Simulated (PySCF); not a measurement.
5-fluorofuran-3-one (C₄H₃FO₂), SMILES O=C1C=C(OC1)F.

The structure is a stationary point at PBE0-D3(BJ)/def2-SVP. The values are those of a single conformer.

Two levels are set side by side: TDA-PBE/def2-SVPD (PySCF) and TDA-PBE0/def2-SVPD (PySCF). Vertical, same geometry. The lowest singlet is HOMO→LUMO 100 % with PBE and HOMO→LUMO 97 % with the other functional; states are paired by order. Differences are taken from unrounded values.

```tsv
quantity	TDA-PBE
lowest singlet excitation (eV)	3.92
lowest triplet excitation (TDA) (eV)	3.53
first bright state (f over 0.05) (eV)	5.66
its oscillator strength	0.11
```

Question: These are the TDA-PBE values. What does TDA-PBE0 give? (The exact figures need the calculation; the answer reports its results.)

Answer: 
```json
[
 {"quantity": "lowest singlet excitation (eV)", "TDA-PBE0": "4.39", "TDA-PBE minus TDA-PBE0": "-0.47"},
 {"quantity": "lowest triplet excitation (TDA) (eV)", "TDA-PBE0": "3.89", "TDA-PBE minus TDA-PBE0": "-0.37"},
 {"quantity": "first bright state (f over 0.05) (eV)", "TDA-PBE0": "6.04", "TDA-PBE minus TDA-PBE0": "-0.39"},
 {"quantity": "its oscillator strength", "TDA-PBE0": "0.30", "TDA-PBE minus TDA-PBE0": "-0.19"}
]
```

A lower first singlet is the usual sign of a functional without exact exchange. Differences between two approximate levels are no errors against the true value.

Rough cost on one machine, each run with all the roots and properties that it gave: TDA-PBE0 against TDA-PBE about 2 times.
